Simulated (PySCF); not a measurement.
Ga(F)(OMe)(NH2) (CH₅FGaNO), SMILES C[O][Ga]([NH2])[F]. The structure is a stationary point at B3LYP-D3(BJ)/def2-SVP. The structure was generated by enumeration; whether it is a known compound was not checked. The values are those of a single conformer.

Computed equilibrium geometry at B3LYP-D3(BJ)/def2-SVP (PySCF confirms it by a frequency run) as a Z-matrix (one conformer of several):
```
Ga
F 1 1.7511
O 1 1.7787 2 114.97
C 3 1.4074 1 123.63 2 -179.70
H 4 1.1034 3 108.75 1 168.54
H 4 1.1078 5 107.30 3 -121.89
H 4 1.1081 5 107.26 6 -115.36
N 1 1.8057 2 118.78 3 -176.52
H 8 1.0134 1 122.75 2 -168.16
H 8 1.0141 9 112.40 1 -158.79
```
Charge 0, spin multiplicity 1.
